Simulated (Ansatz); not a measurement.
Reaction (isomerisation): `O=COC(F)(F)F` → `O=C(O)C(F)(F)F`

Program: Ansatz. Geometries: PBE0-D4/def2-TZVP. ΔE: electronic, gas phase. CCSD(T)/CBS is the MP2 limit (def2-TZVPP, def2-QZVPP) plus CCSD(T) − MP2 in def2-TZVPP, frozen cores. DFT in def2-TZVPP. One conformer a species, not always the lowest.

| species | CAM-B3LYP-D4 energy (Eh) |
| --- | --- |
| `O=COC(F)(F)F` | -526.89185 |
| `O=C(O)C(F)(F)F` | -526.89633 |

Q: Work out ΔE.

A: ΔE = (-526.89633) − (-526.89185) = -0.00448 Eh = -11.8 kJ/mol. CCSD(T)/CBS gives -12.6 kJ/mol.

Q: What do rigid-rotor, harmonic-oscillator terms from PBE0-D4/def2-TZVP frequencies (298.15 K, 1 bar) make of the CCSD(T)/CBS value? (Estimate.)

A: The calculation gave: ΔZPE = +1.1 kJ/mol, ΔH = -11.1 kJ/mol, ΔS = 9 J/(mol·K), ΔG = -13.7 kJ/mol. Modes under 50 cm⁻¹ make the entropy rough.

Largest T1 diagnostic among the species: 0.014.

In def2-TZVPP, CCSD(T) changes the Hartree–Fock value by −10.4 kJ/mol (the triples alone add −0.8 kJ/mol) and MP2 by −12.9 kJ/mol. Leaving LDA and LC-ωPBE aside and taking each functional with its dispersion term where it has one, the values, not all of them listed here, spread over 9.9 kJ/mol, from PBE-D4 to BHLYP-D4. At CCSD(T), def2-SVP lies +11.2 kJ/mol from the extrapolated value and def2-TZVPP +2.9 kJ/mol.
